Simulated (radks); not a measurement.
Coulomb parameter of the 3d shell of the titanium ion Ti2+ in the model configuration [Ar] 3d1 4s1, as a second difference U = [E(n + 1) + E(n - 1) - 2 E(n)] / (1)^2 with all orbitals relaxed. "Bare": the charge of the atom changes with n. "Screened": the 4s shell takes up the change at fixed total charge, which measures U(3d,3d) + U(4s,4s) - 2 U(3d,4s). Method: Dirac Kohn-Sham, LDA (Slater exchange, Perdew-Wang correlation), spin-unpolarised, spherical densities, finite nucleus; open shells are shared between the two j in proportion to 2j + 1; Fermi nuclear charge, rms radius 3.5921 fm; computed with a radial shooting solver on a logarithmic mesh with Libxc functionals.

case,configuration,E - E(n) (eV)
start,[Ar] 3d1 4s1,0.000
bare +1,[Ar] 3d2 4s1,-18.097
bare -1,[Ar] 4s1,33.032
screened +1,[Ar] 3d2,-4.304
screened -1,[Ar] 4s2,7.702

U(bare) = 14.935 eV, U(screened by 4s) = 3.398 eV.
